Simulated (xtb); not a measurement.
C3H6GeO, SMILES C1(=O)[CH2][GeH2][CH2]1. All values are semi-empirical tight-binding results from xtb (GFN2-xTB unless named), good for trends rather than for accurate numbers. Geometry: GFN2-xTB. This is a generated structure with no PubChem entry under its InChIKey; it may be hypothetical.

Optimised geometry:

Bond lengths (Å): O1–C2 1.198, C2–C3 1.519, C2–C5 1.519, C3–Ge4 1.986, C3–H6 1.088, C3–H7 1.091, Ge4–C5 1.986, Ge4–H8 1.507, Ge4–H9 1.501, C5–H10 1.091, C5–H11 1.088. Bond angles (°): O1–C2–C3 127.6, O1–C2–C5 127.6, C3–C2–C5 104.5, C2–C3–Ge4 88.0, C2–C3–H6 113.5, C2–C3–H7 109.7, Ge4–C3–H6 123.7, Ge4–C3–H7 112.3, H6–C3–H7 108.0, C3–Ge4–C5 74.4, C3–Ge4–H8 119.1, C3–Ge4–H9 115.8, C5–Ge4–H8 119.1, C5–Ge4–H9 115.8, H8–Ge4–H9 109.2, C2–C5–Ge4 88.0, C2–C5–H10 109.7, C2–C5–H11 113.5, Ge4–C5–H10 112.3, Ge4–C5–H11 123.7, H10–C5–H11 108.0.
Charge 0, spin multiplicity 1.

For metal compounds this method's bond lengths and energies can be far off.

Computed properties:
The point group as xtb finds it is Cs. The orbital gap is 4.02 eV and the zero-point energy is 47.0 kcal/mol. The G − E(el) at 298.15 K (modified RRHO) comes out as 28.1 kcal/mol.

Task: Give the atomic charges and the Wiberg bond orders between heavy atoms. (Estimate from the structure and the level; the computed values follow.)

Result: charges (e) O1 -0.36, C2 0.24, C3 -0.14, Ge4 0.12, C5 -0.14, H6 0.06, H7 0.06, H8 0.02, H9 0.02, H10 0.06, H11 0.06. Bond orders O1–C2 1.87, C2–C3 0.99, C3–Ge4 0.89, C2–C5 0.99, Ge4–C5 0.89.
